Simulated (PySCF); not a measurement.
# Computed data sheet: `C=CC(=C)C(F)(F)C(F)(F)F`

C6H5F5.
Numbering: `[CH2:1]=[CH:2][C:3](=[CH2:4])[C:5]([F:6])([F:7])[C:8]([F:9])([F:10])[F:11]` (hydrogens: H12, H13 on C1; H14 on C2; H15, H16 on C4)

Among its groups: C=C double bond, CF3 group and C–F bond.

**PBE0-D3(BJ)/def2-SVP geometry optimisation, gas phase (PySCF)**

```yaml
Point_group: C1
Rotational_constants_A_B_C: 1.494, 1.029, 0.898 GHz
```

From wB97X-D/def2-SVPD ground state and vertical TDDFT (core frozen in the response) (PySCF):

```yaml
Dipole_moment: 2.42 D
HOMO_energy: -9.20 eV
LUMO_energy: 0.15 eV
HOMO–LUMO_gap: 9.35 eV
Lowest_singlet_excitation: 5.78 eV (215 nm, f = 0.523)
Strongest_line_among_the_10_lowest_singlet_transitions: S1 at 5.78 eV (215 nm, f = 0.523)
Lowest_triplet_excitation_Tamm–Dancoff: 3.24 eV
Static_isotropic_polarisability: 78.6 au
Electronic_spatial_extent_⟨r²⟩_about_the_centre_of_nuclear_charge: 1435 bohr²
```

From PBE0/pcSseg-1 ground state and GIAO shieldings, non-relativistic (PySCF):

```yaml
Lowest_Hirshfeld_atomic_charge: -0.09 e on C1
Highest_Hirshfeld_atomic_charge: +0.24 e on C8
13C_chemical_shifts_computed_TMS_as_zero_by_class: 145.0 (C3), 140.0 (C2), 134.8 (C4), 129.6 (C1), 124.6 (C8), 117.1 (C5) ppm
1H_chemical_shifts_computed_TMS_as_zero_by_class: 6.42 (H14), 6.13 (H15), 6.03 (H12), 5.87 (H16), 5.77 (H13) ppm
Isotropic_shieldings_of_nuclei_other_than_C_and_H_by_class: 274 (F9/F10/F11), 312 (F6/F7) ppm
Mayer_bond_orders_between_heavy_atoms: C1–C2 1.93, C2–C3 1.07, C3–C4 1.89, C3–C5 0.93, C5–F6 0.95, C5–F7 0.95, C5–C8 0.92, C8–F9 1.02, C8–F10 1.02, C8–F11 1.02
```

From B3LYP/pcJ-1 indirect spin-spin coupling, non-relativistic, gas phase; spin–dipole term left out for some pairs (PySCF):

```yaml
Largest_of_the_computed_one-bond_spin–spin_couplings_means_over_like_bonds: 19F–13C -354.4 (F9–C8 and 2 like it), 19F–13C -310.5 (F6–C5 and 1 like it), 13C–1H +175.2 (C4–H15), 13C–1H +172.2 (C1–H12), 13C–1H +170.6 (C4–H16), 13C–1H +170.3 (C1–H13), 13C–1H +163.7 (C2–H14) Hz
```

Monoisotopic mass (most abundant isotopes): 172.0311 u.

With B = h/(8π²I), that is 505.379 GHz u Å² over I, the principal moments of inertia are 338.3, 491.1 and 562.5 u Å² (most abundant isotopes). The 10 singlets span 5.78 to 8.77 eV, and their oscillator strengths add up to 0.71. The largest Löwdin shares of the HOMO are 0.28 on C1, 0.23 on C2, 0.21 on C4 and 0.16 on C3. A dipole of 2.42 D is allowed in C1, and pure rotational transitions are dipole-allowed.

 NMR classes are plain means over equivalent atoms (diastereotopic ones count apart unless rotation or inversion swaps them), as if these changed places fast; in this geometry the members of some classes differ.

Shape of the structure used: `[CH2:1]=[CH:2][C:3](=[CH2:4])[C:5]([F:6])([F:7])[C:8]([F:9])([F:10])[F:11]`: C1–C2–C3–C4 180°, C2–C3–C5–F6 40°, C3–C5–C8–F9 -60°.

One conformer stands for the species.

One-bond C–F couplings are unscaled; at this level they come out some 30 % too large in size.
